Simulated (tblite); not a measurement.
A geometry optimisation, step by step.

Species: C₅H₁₄Al₂O₂.
Atom-mapped SMILES: `[CH2:1]=[C:2]([CH3:3])[CH2:4][O+:5]1[AlH2-:6][O+:7]([CH3:8])[AlH2-:9]1` (hydrogens: H10, H11 on C1; H12, H13, H14 on C3; H15, H16 on C4; H17, H18 on Al6; H19, H20, H21 on C8; H22, H23 on Al9)
Bond orders are those of one Lewis drawing.

Computed with GFN2-xTB (tblite), gas phase: L-BFGS steps from a force-field or distance-geometry start until the largest atomic force falls under 0.01 eV/Å. 6 of its 172 geometries are shown.

Step 0: E = -768.0798 eV, largest atomic force 2.887 eV/Å
```
atom  x, y, z in Å  |  force x, y, z in eV/Å
C1      2.675    1.393   -0.811   -0.797  -0.191   0.491
C2      2.033    0.283   -0.426    0.797   0.302  -0.382
C3      2.521   -1.060   -0.922   -0.658  -0.412  -0.159
C4      0.864    0.377    0.525    1.427  -0.297   1.037
O5     -0.185    1.118   -0.053   -0.982  -0.505   0.081
Al6    -1.297    0.049   -1.109    0.330  -0.503  -2.678
O7     -2.740    0.098    0.045    0.836  -0.138   0.256
C8     -2.902   -1.160    0.674   -1.299  -1.037   0.377
Al9    -1.641    1.174    1.083   -0.596   2.030   1.965
H10     3.507    1.347   -1.487    0.028   0.094  -0.036
H11     2.341    2.368   -0.457    0.244  -0.341  -0.211
H12     1.893   -1.890   -0.521    0.518   0.636  -0.331
H13     3.562   -1.220   -0.611   -0.349   0.016  -0.218
H14     2.448   -1.080   -2.037    0.178  -0.083   0.885
H15     0.554   -0.642    0.873    0.049   0.417  -0.391
H16     1.223    0.899    1.457   -0.356  -0.150  -0.539
H17    -0.707   -1.426   -1.278   -0.186   0.310   0.416
H18    -1.642    0.768   -2.485    0.018   0.018   0.646
H19    -3.623   -1.062    1.521    0.474   0.045  -0.366
H20    -3.363   -1.871   -0.047    0.309   0.290   0.229
H21    -1.973   -1.622    1.065   -0.244   0.303  -0.184
H22    -1.323    0.520    2.505    0.037  -0.193  -0.518
H23    -2.230    2.665    1.188    0.222  -0.612  -0.370
```

Step 34: E = -769.4923 eV, largest atomic force 0.301 eV/Å
```
atom  x, y, z in Å  |  force x, y, z in eV/Å
C1      2.712    1.508   -0.935    0.033   0.014  -0.013
C2      2.212    0.389   -0.437   -0.157   0.071  -0.111
C3      2.541   -0.960   -1.010    0.063   0.064   0.078
C4      1.276    0.436    0.740    0.027   0.103  -0.096
O5     -0.081    0.371    0.322    0.095  -0.068  -0.138
Al6    -1.129   -0.195   -1.050   -0.013  -0.023  -0.134
O7     -2.361   -0.399    0.370    0.043   0.089   0.005
C8     -3.402   -1.305    0.662   -0.073   0.024  -0.101
Al9    -1.579    1.029    1.197   -0.071   0.088  -0.019
H10     3.382    1.494   -1.777   -0.033   0.079  -0.032
H11     2.475    2.466   -0.505    0.057   0.031  -0.045
H12     1.826   -1.720   -0.703   -0.051   0.069   0.031
H13     3.531   -1.231   -0.649    0.048  -0.222   0.021
H14     2.581   -0.935   -2.096   -0.036   0.063   0.033
H15     1.473   -0.399    1.416    0.047  -0.043   0.052
H16     1.389    1.375    1.288    0.152   0.070   0.103
H17    -0.820   -1.532   -1.724    0.031  -0.127   0.067
H18    -1.610    1.063   -1.831    0.051  -0.120  -0.063
H19    -4.149   -0.834    1.303   -0.024   0.044  -0.004
H20    -3.861   -1.623   -0.271   -0.170  -0.082  -0.103
H21    -2.995   -2.176    1.171   -0.032  -0.098   0.062
H22    -1.359    0.875    2.692    0.022  -0.090   0.286
H23    -2.057    2.332    0.522   -0.010   0.062   0.121
```

Step 68: E = -769.9423 eV, largest atomic force 0.098 eV/Å
```
atom  x, y, z in Å  |  force x, y, z in eV/Å
C1      2.746    1.683   -1.214   -0.017   0.012   0.023
C2      2.165    0.656   -0.614    0.002  -0.008   0.012
C3      2.328   -0.756   -1.071   -0.037  -0.028   0.008
C4      1.343    0.821    0.640    0.038   0.017  -0.003
O5      0.048    0.237    0.530   -0.040   0.023   0.007
Al6    -0.818   -0.855   -0.660   -0.015   0.018  -0.025
O7     -2.301   -0.501    0.379    0.062   0.045   0.061
C8     -3.658   -0.903    0.292    0.030  -0.004   0.027
Al9    -1.407    0.484    1.633    0.001  -0.030  -0.019
H10     3.366    1.547   -2.085   -0.043   0.013   0.022
H11     2.642    2.691   -0.852   -0.029   0.002  -0.017
H12     1.346   -1.239   -1.142   -0.012  -0.025  -0.036
H13     2.923   -1.312   -0.347   -0.012  -0.042   0.028
H14     2.818   -0.809   -2.038    0.001   0.032  -0.028
H15     1.871    0.340    1.474   -0.012  -0.025   0.024
H16     1.227    1.883    0.881   -0.009  -0.007  -0.002
H17    -0.541   -2.366   -0.441    0.047   0.006  -0.043
H18    -0.990   -0.137   -2.018    0.033  -0.057  -0.011
H19    -4.289   -0.194    0.833    0.029   0.003  -0.043
H20    -3.964   -0.946   -0.755    0.003   0.022   0.006
H21    -3.777   -1.891    0.739   -0.038  -0.032  -0.013
H22    -1.207   -0.359    2.916    0.003   0.050   0.017
H23    -1.877    1.953    1.613    0.018   0.016   0.004
```

Step 103: E = -769.9783 eV, largest atomic force 0.027 eV/Å
```
atom  x, y, z in Å  |  force x, y, z in eV/Å
C1      2.566    1.711   -1.222    0.005   0.008   0.004
C2      2.129    0.634   -0.591    0.009   0.002  -0.006
C3      2.292   -0.754   -1.120    0.000   0.007  -0.008
C4      1.406    0.719    0.725   -0.003   0.000  -0.005
O5      0.086    0.197    0.614   -0.018   0.003   0.020
Al6    -0.746   -0.906   -0.583   -0.013  -0.009  -0.009
O7     -2.240   -0.513    0.429   -0.003   0.018  -0.006
C8     -3.598   -0.874    0.244    0.009  -0.001   0.000
Al9    -1.393    0.559    1.643    0.013  -0.003  -0.002
H10     3.088    1.641   -2.161   -0.007   0.008   0.001
H11     2.424    2.701   -0.825   -0.003   0.008   0.003
H12     1.314   -1.150   -1.421   -0.009  -0.009   0.005
H13     2.690   -1.412   -0.348    0.006  -0.010  -0.012
H14     2.952   -0.767   -1.982    0.002  -0.016  -0.018
H15     1.950    0.138    1.479   -0.002   0.001   0.024
H16     1.341    1.757    1.067    0.002   0.014   0.015
H17    -0.398   -2.395   -0.344   -0.007  -0.013   0.008
H18    -0.938   -0.251   -1.972    0.018   0.001  -0.001
H19    -4.243   -0.150    0.745    0.012  -0.003   0.007
H20    -3.829   -0.885   -0.823    0.001  -0.010  -0.004
H21    -3.782   -1.867    0.658   -0.012  -0.003   0.003
H22    -1.252   -0.137    3.015   -0.005   0.001  -0.010
H23    -1.823    2.032    1.468    0.007   0.005  -0.008
```

Step 137: E = -769.9838 eV, largest atomic force 0.035 eV/Å
```
atom  x, y, z in Å  |  force x, y, z in eV/Å
C1      2.533    1.730   -1.183    0.010   0.002   0.014
C2      2.125    0.626   -0.577   -0.003   0.007   0.003
C3      2.293   -0.743   -1.152    0.003   0.020   0.002
C4      1.427    0.658    0.756   -0.002  -0.013  -0.001
O5      0.095    0.168    0.636   -0.008   0.014   0.003
Al6    -0.738   -0.921   -0.578   -0.010  -0.017  -0.007
O7     -2.235   -0.492    0.405   -0.017  -0.005   0.013
C8     -3.588   -0.887    0.258    0.001   0.004   0.003
Al9    -1.401    0.626    1.590   -0.012   0.003  -0.019
H10     3.040    1.697   -2.132   -0.032   0.012   0.008
H11     2.386    2.704   -0.750    0.008  -0.005  -0.001
H12     1.305   -1.192   -1.325    0.011  -0.010   0.002
H13     2.830   -1.386   -0.456    0.010  -0.013  -0.002
H14     2.828   -0.709   -2.097    0.003  -0.002  -0.004
H15     1.969    0.025    1.469    0.010  -0.003   0.017
H16     1.385    1.677    1.159    0.011  -0.006  -0.029
H17    -0.430   -2.422   -0.336    0.000   0.010   0.014
H18    -0.870   -0.258   -1.969   -0.001   0.003  -0.008
H19    -4.237   -0.157    0.745    0.001   0.000  -0.005
H20    -3.841   -0.948   -0.802    0.003   0.003   0.001
H21    -3.745   -1.865    0.716   -0.006   0.006  -0.007
H22    -1.376   -0.011    2.997    0.017   0.011  -0.003
H23    -1.759    2.107    1.318    0.002  -0.021   0.007
```

Step 171: E = -769.9895 eV, largest atomic force 0.009 eV/Å
```
atom  x, y, z in Å  |  force x, y, z in eV/Å
C1      2.457    1.763   -1.133   -0.004   0.000   0.000
C2      2.118    0.618   -0.564    0.001  -0.002  -0.003
C3      2.324   -0.720   -1.197    0.006  -0.007  -0.001
C4      1.452    0.570    0.785   -0.001   0.002  -0.003
O5      0.104    0.132    0.651    0.000  -0.007  -0.003
Al6    -0.732   -0.994   -0.527    0.003   0.000  -0.006
O7     -2.237   -0.491    0.412   -0.002  -0.004  -0.004
C8     -3.597   -0.846    0.238   -0.001  -0.001  -0.003
Al9    -1.399    0.678    1.544    0.005   0.002   0.002
H10     2.920    1.797   -2.104   -0.006  -0.001   0.003
H11     2.289    2.709   -0.648   -0.001   0.001  -0.003
H12     1.374   -1.270   -1.217    0.008  -0.001   0.001
H13     3.035   -1.308   -0.615   -0.001   0.000   0.000
H14     2.694   -0.622   -2.213    0.000   0.002   0.003
H15     1.986   -0.129    1.440   -0.001   0.000   0.000
H16     1.448    1.559    1.257    0.004   0.008   0.003
H17    -0.418   -2.476   -0.199   -0.004   0.004  -0.003
H18    -0.846   -0.405   -1.953    0.001  -0.003   0.006
H19    -4.236   -0.080    0.682    0.003  -0.004   0.000
H20    -3.820   -0.930   -0.828   -0.002   0.002  -0.004
H21    -3.801   -1.805    0.718   -0.003   0.007   0.005
H22    -1.384    0.137    2.990   -0.004  -0.002   0.005
H23    -1.739    2.139    1.175    0.000   0.002   0.004
```

Question: Summarise the path.

Answer: The energy falls by 44.04 kcal/mol from step 0 to step 171; nine tenths of that is first reached at step 49. It falls at every step. The largest force goes from 2.887 to 0.009 eV/Å. Among the bonds Al9–H23 changes most, from 1.607 to 1.545 Å; the atoms move by 1.046 Å rms after alignment.

The cost below is that of the whole relaxation. Time: 3.0 s of wall time. Hardware: one thread, Arm Neoverse N1 (aarch64), no GPU, shared host.
